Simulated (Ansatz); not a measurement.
A run for Ansatz (a first-principles code): R-revPBE/def2-TZVPPD on C2H6O2 (a complex). Files ending in .json are basis or fitting sets from the Basis Set Exchange.

Ansatz 0.2 input:
```yaml
crystal:
  periodic: [false, false, false]
  atoms:
    - {symbol: C, position_ang: [0.31074965, -0.56004906, 0.25018440]}
    - {symbol: O, position_ang: [-0.37327765, 0.62179877, 0.66300075]}
    - {symbol: H, position_ang: [0.85708018, -0.40363939, -0.68452736]}
    - {symbol: H, position_ang: [-0.45096744, -1.31991489, 0.08286835]}
    - {symbol: H, position_ang: [1.00265746, -0.91502922, 1.01962444]}
    - {symbol: H, position_ang: [0.27898971, 1.31903466, 0.78971361]}
    - {symbol: C, position_ang: [-0.45707402, 0.21757143, 3.35706712]}
    - {symbol: O, position_ang: [0.69881734, 0.02069105, 3.62106779]}
    - {symbol: H, position_ang: [-0.90936007, 1.22533182, 3.40618659]}
    - {symbol: H, position_ang: [-1.14492098, -0.59830255, 3.07091892]}
basis:
  gaussian:
    orbitals: def2-TZVPPD.json
hamiltonian:
  xc: {name: revPBE}
scf: {lower_state_search: off}
```

Output:

```
WARN ansatz: RAYON_NUM_THREADS=2 ignored (pool sized by the plan → 2); use --threads N
Functional definition: revPBE
these checks for a lower state are left out or cut short: stability, starts, cluster_reference, orbital_swaps, neighbouring_geometries, increment
integrals: 0.14 GiB planned
1070 factors; their error is unknown
mean field: 1.24 GiB planned
mean field evaluation 1: about -6255.6019 eV, gradient 7.2e1 eV
mean field evaluation 2: about -6227.2064 eV, gradient 1.4e2 eV
mean field evaluation 4: about -6265.4399 eV, gradient 1.3e1 eV
mean field evaluation 8: about -6265.7528 eV, gradient 2.9e-1 eV
mean field evaluation 16: about -6265.7187 eV, gradient 7.9e-4 eV
mean field -6265.71866321 eV, -230.2609138163 hartree, gradient 2.4e-6 eV, S^2 0.000000; 0 other end points of the search recorded, 0 dependent functions left out
reference -6265.71873063 eV, -230.2609162941 hartree; 17, 17 occupied and 239, 239 virtual orbitals, 1070 factors
Total energy: -6265.71873063 eV, -230.2609162941 hartree
Checks for a lower state left out: stability, starts, cluster_reference, orbital_swaps, neighbouring_geometries, increment
```

Self-consistency was reached.

Cost: about 2.8 core-seconds (a rough figure).
